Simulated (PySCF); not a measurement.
PySCF job for In(Cl)2(SiH3) (Cl2H3InSi), SMILES [Cl][In]([SiH3])[Cl], IEF-PCM-PBE0/def2-SVP. Geometry: B3LYP-D3(BJ)/def2-SVP. The structure was generated by enumeration; whether it is a known compound was not checked. The def2 effective core potentials stand for the cores of In; spin–orbit coupling is left out.

```python
import numpy as np
from pyscf import gto, scf, dft
from pyscf.solvent import pcm

mol = gto.M(
    atom='''
    In    0.00203541   -0.00143200    0.00708204
    Cl   -1.97470951   -1.25785091   -0.34700862
    Cl   -0.13566089    2.09602326   -1.08583867
    Si    2.03774503   -0.80771167    1.36991981
    H     2.63559866    0.35883891    2.07441006
    H     3.02015197   -1.38978051    0.41352511
    H     1.59238073   -1.83985716    2.34457185
    ''',
    basis='def2-SVP',
    ecp={'In': 'def2-svp'},
    charge=0,
    spin=0,
    max_memory=1600,
    verbose=3,
)
mf = dft.RKS(mol, xc='pbe0').density_fit(auxbasis='def2-universal-jkfit')
mf.grids.level = 3
mf.conv_tol = 1e-9
mf.max_cycle = 100
mf.kernel()
res = {}
for name, eps in {'water': 78.355, 'ethanol': 24.852, '2-propanol': 19.264}.items():
    s = mf.PCM()
    s.with_solvent.method, s.with_solvent.eps, s.with_solvent.lebedev_order = 'IEF-PCM', eps, 29
    s.kernel(mf.make_rdm1())
    res[name] = (s.e_tot, eps, s.dip_moment(), s.mo_energy, s.converged)
    print(f'{name}: electrostatic solvation free energy {(s.e_tot - mf.e_tot) * 627.509474:.3f} kcal/mol')
```

Program output:

```
converged SCF energy = -1401.12641146888

WARN: PCM is an experimental feature. It is still in testing.
Features and APIs may be changed in the future.

converged SCF energy = -1401.13997251297
Dipole moment(X, Y, Z, Debye):  4.04072, -1.60933,  2.76894
water: electrostatic solvation free energy -8.510 kcal/mol

WARN: PCM is an experimental feature. It is still in testing.
Features and APIs may be changed in the future.

converged SCF energy = -1401.13934566399
Dipole moment(X, Y, Z, Debye):  4.00307, -1.59453,  2.74237
ethanol: electrostatic solvation free energy -8.116 kcal/mol

WARN: PCM is an experimental feature. It is still in testing.
Features and APIs may be changed in the future.

converged SCF energy = -1401.13908683371
Dipole moment(X, Y, Z, Debye):  3.98735, -1.58834,  2.73133
2-propanol: electrostatic solvation free energy -7.954 kcal/mol
```

The calculation finished and met its thresholds.

Cost: about 40 core-seconds (a rough figure).
